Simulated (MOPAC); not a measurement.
A run for MOPAC: AM1 on GeH5I (a complex), monomers drawn apart or pushed together.

```
AM1 1SCF PRECISE CHARGE=0 THREADS=1
GeH5I

Ge     0.07552908 1     0.15567178 1    -0.01274647 1
H      1.46085800 1     0.06768971 1     0.64440635 1
H     -0.64646337 1    -1.19085611 1     0.12507569 1
H      0.23999343 1     0.50411443 1    -1.50079458 1
H     -0.74507799 1     1.25432418 1     0.67872790 1
I     -0.32855394 1    -0.77963570 1     5.75615106 1
H      0.42983457 1     0.59541327 1     5.37830390 1
```

The log:

```
*******************************************************************************
 **                                                                           **
 **                              MOPAC v23.2.5                                **
 **                                                                           **
 *******************************************************************************
 ** MOPAC's Digital Object Identifier: https://doi.org/10.5281/zenodo.6511958 **
 **                                                                           **
 ** Please cite the open-source release paper for use of this MOPAC version:  **
 ** J. E. Moussa and J. J. P. Stewart (2026)                                  **
 ** MOPAC: An open-source semiempirical molecular orbital program             **
 ** J. Open Source Softw., 11(119), 8025, https://doi.org/10.21105/joss.08025 **
 *******************************************************************************

                              AM1 CALCULATION RESULTS

 *******************************************************************************
 *  AM1        - The AM1 Hamiltonian to be used
 *
 *
 *
 *                 CHARGE ON SYSTEM = 0
 *
 *
 *
 *  PRECISE    - TIGHTER CRITERIA TO BE USED
 *  1SCF       - DO 1 SCF AND THEN STOP
 *  THREADS=1  - MULTI-THREADING NOT USED
 *  T=         - A TIME OF 172800.0 SECONDS REQUESTED
 *  DUMP=N     - RESTART FILE WRITTEN EVERY 7200.0 SECONDS REQUESTED
 *******************************************************************************
AM1 1SCF PRECISE CHARGE=0 THREADS=1
 GeH5I

   ATOM   CHEMICAL          X               Y               Z
  NUMBER   SYMBOL      (ANGSTROMS)     (ANGSTROMS)     (ANGSTROMS)

     1      Ge          0.07552908  *   0.15567178  *  -0.01274647  *
     2       H          1.46085800  *   0.06768971  *   0.64440635  *
     3       H         -0.64646337  *  -1.19085611  *   0.12507569  *
     4       H          0.23999343  *   0.50411443  *  -1.50079458  *
     5       H         -0.74507799  *   1.25432418  *   0.67872790  *
     6       I         -0.32855394  *  -0.77963570  *   5.75615106  *
     7       H          0.42983457  *   0.59541327  *   5.37830390  *



          CARTESIAN COORDINATES

    NO.       ATOM           X           Y           Z

     1        Ge          0.0755      0.1557     -0.0127
     2         H          1.4609      0.0677      0.6444
     3         H         -0.6465     -1.1909      0.1251
     4         H          0.2400      0.5041     -1.5008
     5         H         -0.7451      1.2543      0.6787
     6         I         -0.3286     -0.7796      5.7562
     7         H          0.4298      0.5954      5.3783

  H: (AM1): M.J.S. DEWAR ET AL, J. AM. CHEM. SOC. 107 3902-3909 (1985)
 Ge: (AM1): M.J.S.Dewar and C.Jie, Organometallics, 8, 1544, (1989)
  I: (AM1): M.J.S. DEWAR AND E. G. ZOEBISCH, THEOCHEM, 180, 1 (1988).

           Empirical Formula: H5 Ge I  =     7 atoms



      MOLECULAR POINT GROUP   :   Cs


      RHF CALCULATION, NO. OF DOUBLY OCCUPIED LEVELS = 8


 -------------------------------------------------------------------------------
 AM1 1SCF PRECISE CHARGE=0 THREADS=1
 GeH5I



     1SCF WAS SPECIFIED, SO BFGS WAS NOT USED
     SCF FIELD WAS ACHIEVED


                              AM1 CALCULATION
                                                       MOPAC v23.2.5 Linux




          FINAL HEAT OF FORMATION =         37.18748 KCAL/MOL =     155.59240 KJ/MOL


          COSMO AREA              =        148.01 SQUARE ANGSTROMS
          COSMO VOLUME            =        126.04 CUBIC ANGSTROMS

          IONIZATION POTENTIAL    =         10.885652 EV
          HOMO LUMO ENERGIES (EV) =        -10.886  0.522
          NO. OF FILLED LEVELS    =          8
          MOLECULAR WEIGHT        =        204.5340         POINT GROUP:  Cs

          MOLECULAR DIMENSIONS (Angstroms)

            Atom       Atom       Distance
            I     6    H     4     7.39152
            H     7    H     3     3.04048
            H     2    H     5     2.50500


          SCF CALCULATIONS        =          1





   ATOM   CHEMICAL          X               Y               Z
  NUMBER   SYMBOL      (ANGSTROMS)     (ANGSTROMS)     (ANGSTROMS)

     1      Ge          0.07552908  *   0.15567178  *  -0.01274647  *
     2       H          1.46085800  *   0.06768971  *   0.64440635  *
     3       H         -0.64646337  *  -1.19085611  *   0.12507569  *
     4       H          0.23999343  *   0.50411443  *  -1.50079458  *
     5       H         -0.74507799  *   1.25432418  *   0.67872790  *
     6       I         -0.32855394  *  -0.77963570  *   5.75615106  *
     7       H          0.42983457  *   0.59541327  *   5.37830390  *

                             CARTESIAN COORDINATES

   1   Ge        0.075529080     0.155671780    -0.012746470
   2    H        1.460858000     0.067689710     0.644406350
   3    H       -0.646463370    -1.190856110     0.125075690
   4    H        0.239993430     0.504114430    -1.500794580
   5    H       -0.745077990     1.254324180     0.678727900
   6    I       -0.328553940    -0.779635700     5.756151060
   7    H        0.429834570     0.595413270     5.378303900


           Empirical Formula: H5 Ge I  =     7 atoms



      MOLECULAR POINT GROUP   :   Cs


                  EIGENVALUES
 -30.34558 -15.89048 -13.96299 -11.55993 -11.55980 -11.54935 -10.88573 -10.88565
   0.52212   0.86977   0.87284   0.90031   3.00064


              NET ATOMIC CHARGES AND DIPOLE CONTRIBUTIONS

  ATOM NO.   TYPE          CHARGE      No. of ELECS.   s-Pop       p-Pop
    1         Ge          -0.008654        4.0087     0.94939     3.05927
    2          H           0.000174        0.9998     0.99983
    3          H           0.005371        0.9946     0.99463
    4          H           0.002783        0.9972     0.99722
    5          H           0.000300        0.9997     0.99970
    6          I           0.002651        6.9973     1.96844     5.02891
    7          H          -0.002624        1.0026     1.00262
 DIPOLE           X         Y         Z       TOTAL
 POINT-CHG.    -0.026    -0.046    -0.009     0.054
 HYBRID         0.626     1.135    -0.307     1.333
 SUM            0.600     1.089    -0.317     1.284


          ATOMIC ORBITAL ELECTRON POPULATIONS

     Atom    s        px        py        pz
    1 Ge   0.94939   1.01801   1.02115   1.02010
    2  H   0.99983
    3  H   0.99463
    4  H   0.99722
    5  H   0.99970
    6  I   1.96844   1.78589   1.29617   1.94685
    7  H   1.00262

 **********************
 *                    *
 * JOB ENDED NORMALLY *
 *                    *
 **********************




 == MOPAC DONE ==
```

The run finished.

Cost: about 0.07 core-seconds (a rough figure).
